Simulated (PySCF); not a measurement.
SMILES [GeH3][SiH2][SiH2]Br (H7BrGeSi2), singlet, GFN2-xTB optimised geometry.

```
11

Ge     2.36    -0.84     0.00
Si     0.03    -0.84     0.00
Si    -0.79     1.33     0.00
Br    -3.01     1.28     0.22
H      3.01    -2.18    -0.18
H      2.99    -0.31     1.25
H      2.98     0.00    -1.08
H     -0.47    -1.56    -1.18
H     -0.47    -1.57     1.17
H     -0.61     2.09    -1.23
H     -0.38     2.18     1.12
```

Density from PBE/def2-TZVP run with PySCF at that geometry.

Minimum of the electron density along straight lines between bonded atoms, close to the bond critical point (lines longer than 1.1 times the sum of covalent radii, or with two minima, are not listed):

| bond | length / Å | ρ at the minimum / e bohr⁻³ | ∇²ρ there / e bohr⁻⁵ | position (fraction from the first atom) |
|---|---|---|---|---|
| Ge1–Si2 | 2.333 | 0.091 | -0.15 | 0.57 |
| Si2–Si3 | 2.320 | 0.094 | -0.16 | 0.46 |
| Si3–Br4 | 2.231 | 0.086 | 0.07 | 0.36 |
| Ge1–H5 | 1.497 | 0.140 | 0.08 | 0.60 |
| Ge1–H6 | 1.500 | 0.139 | 0.08 | 0.60 |
| Ge1–H7 | 1.501 | 0.139 | 0.08 | 0.60 |
| Si2–H8 | 1.468 | 0.121 | 0.17 | 0.50 |
| Si2–H9 | 1.468 | 0.122 | 0.17 | 0.50 |
| Si3–H10 | 1.462 | 0.125 | 0.16 | 0.50 |
| Si3–H11 | 1.462 | 0.125 | 0.16 | 0.50 |
